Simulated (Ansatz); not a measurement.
Sn6⁺ (the lowest doublet isomer of a short search), 6 atoms. Hardware: 4 threads of Arm Neoverse V1 on a shared host.

In the def2 sets Sn takes a core potential; there is no spin–orbit coupling. Correlated methods freeze 24 core orbitals; core or outer-core shells of Sn are correlated, in sets that lack core-valence functions.

Question: How many basis functions does each of these Ansatz runs have, and roughly what does it cost? revPBE-D4/def2-TZVP, charge 1 doublet, energy, from earlier orbitals; BHLYP-D4/def2-TZVP, charge 0 triplet at the geometry of the charge 1 doublet, energy, from earlier orbitals; PBE-D4/def2-SVP, charge 1 doublet, energy, from earlier orbitals; BHLYP-D4/def2-TZVP, charge 0 singlet at the geometry of the charge 1 doublet, energy, from earlier orbitals; PBE-D4/def2-TZVP, charge 0 triplet at the geometry of the charge 1 doublet, energy, from earlier orbitals; r2SCAN-D4/def2-TZVP, charge 1 doublet, energy, from earlier orbitals; r2SCAN-D4/def2-SVP, charge 1 doublet, relaxation, 10 steps; PBE0-D4/def2-TZVP, charge 0 singlet at the geometry of the charge 1 doublet, energy; PBE0-D4/def2-TZVP, charge 1 doublet, energy, from earlier orbitals; PBE-D4/def2-TZVP, charge 0 singlet at the geometry of the charge 1 doublet, energy, from earlier orbitals; MP2/def2-TZVP, charge 1 doublet, energy, from earlier orbitals; PBE0-D4/def2-SVP, charge 1 doublet, energy, from earlier orbitals.

Answer: Other jobs shared the machine, so times can vary by a factor of up to 3. A dash marks memory too small to be measured apart from the calling script's.

```csv
run,functions,fitting or Cholesky vectors,wall time,peak host memory (GiB)
"PBE-D4/def2-SVP, charge 1 doublet, energy, from earlier orbitals",156,1746,7 s,–
"PBE-D4/def2-TZVP, charge 0 singlet at the geometry of the charge 1 doublet, energy, from earlier orbitals",300,2328,9 s,0.69
"revPBE-D4/def2-TZVP, charge 1 doublet, energy, from earlier orbitals",300,2328,15 s,0.78
"PBE0-D4/def2-SVP, charge 1 doublet, energy, from earlier orbitals",156,2052,16 s,1
"PBE-D4/def2-TZVP, charge 0 triplet at the geometry of the charge 1 doublet, energy, from earlier orbitals",300,2328,16 s,0.78
"PBE0-D4/def2-TZVP, charge 0 singlet at the geometry of the charge 1 doublet, energy",300,2766,21 s,2.1
"BHLYP-D4/def2-TZVP, charge 0 singlet at the geometry of the charge 1 doublet, energy, from earlier orbitals",300,2904,26 s,2.1
"r2SCAN-D4/def2-TZVP, charge 1 doublet, energy, from earlier orbitals",300,2328,36 s,0.9
"PBE0-D4/def2-TZVP, charge 1 doublet, energy, from earlier orbitals",300,2766,59 s,2.2
"MP2/def2-TZVP, charge 1 doublet, energy, from earlier orbitals",300,2892,91 s,2.3
"BHLYP-D4/def2-TZVP, charge 0 triplet at the geometry of the charge 1 doublet, energy, from earlier orbitals",300,2904,92 s,2.3
"r2SCAN-D4/def2-SVP, charge 1 doublet, relaxation, 10 steps",156,1746,2 min,–
```
